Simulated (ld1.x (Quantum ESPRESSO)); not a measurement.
# What one change does to a pseudopotential (Te, TM)

```
Element                 : tellurium
Generator               : ld1.x (Quantum ESPRESSO) 7.5
Type                    : norm-conserving Troullier–Martins (Kleinman–Bylander form)
Functional              : LDA (PZ)
Relativity              : scalar-relativistic
Frozen core             : [Kr] 4d10
Valence charge          : 6
Reference configuration : 5s2 5p4
Partial waves           : 5p (bound): rc 1.80 bohr; 5d channel at 0.5 Ry: rc 1.50 bohr; 5s (bound): rc 1.75 bohr
Local potential         : the s channel
Core correction         : Bessel-smoothed model core inside 1.35 bohr
```

All-electron outer shells of the reference configuration (LDA (PZ), scalar-relativistic, ld1.x):

| shell | level (eV) | outermost node (bohr) | outermost maximum (bohr) |
| --- | --- | --- | --- |
| 4p | -114.19 | 0.38 | 0.74 |
| 4d | -41.70 | 0.36 | 0.81 |
| 5s | -15.36 | 0.91 | 1.77 |
| 5p | -6.12 | 1.00 | 2.17 |

Change: type TM semilocal.

Cutoffs: the cutoffs (Ry, on a coarse ladder) from which the occupation-weighted sum of valence levels, in a spherical-Bessel basis at the reference potential, stays within 10 and 1 mRy of its value at 400 Ry; they do not see the model core or the augmentation charge, which bear on the density cutoff. Errors are all-electron minus pseudo energies relative to the spin-unpolarised reference configuration.

**Question.** Predict the effect on cutoff, ghosts and configuration errors.

**Answer.** The potential gets neither clearly harder nor softer (30 Ry and 60 Ry → 30 Ry and 60 Ry); the bound ghost in d disappears; of the 9 tests that both files solve, the error grows in 0 and shrinks in 2 by more than 15 % and 0.3 meV (median size 8.3 → 8.1 meV); the range in which the p phases agree narrows (upper end at the end of the scan → 3.4); the range in which the d phases agree narrows (upper end 2.6 → 1.0). A semilocal file is local in each channel, so a ghost entry of none says nothing of the separable form that plane-wave codes build from it.

| quantity | base | changed |
| --- | --- | --- |
| cutoff, loose | 30 Ry | 30 Ry |
| cutoff, tight | 60 Ry | 60 Ry |
| bound ghosts | d | none |
| error for 5s2 5p3, meV [ΔE 9.92 eV] | -4.1 | -3.3 |
| error for 5s2 5p2, meV [ΔE 28.09 eV] | -22 | -19 |
| error for 5s2 5p1, meV [ΔE 55.32 eV] | -80 | -75 |
| error for 5s1 5p5, meV [ΔE 9.35 eV] | -7.7 | -7.1 |
| error for 5s0 5p6, meV [ΔE 18.92 eV] | -29 | -26 |
| error for 5s1 5p4, meV [ΔE 19.85 eV] | -17 | -14 |
| error for 5s2 5p3.5, meV [ΔE 3.98 eV] | -1.3 | -1.1 |
| error for 5s2 5p4 (spin-polarised), meV [ΔE -0.48 eV] | -0.4 | -0.3 |
| error for 5s2 5p3 (spin-polarised), meV [ΔE 8.60 eV] | -8.3 | -8.1 |
| s: phases at 1.95 bohr within 0.05 rad from the reference energy up to (Ry; the scan ends near 5) | 4.3 | 4.3 |
| p: phases at 1.95 bohr within 0.05 rad from the reference energy up to (Ry; the scan ends near 5) | to the end of the scan | 3.4 |
| d: phases at 1.95 bohr within 0.05 rad from the reference energy up to (Ry; the scan ends near 5) | 2.6 | 1.0 |

 A true bound ghost makes a file unfit for plane-wave use even where its test errors are small: the radial tests pick states by their node count and pass the ghost by.
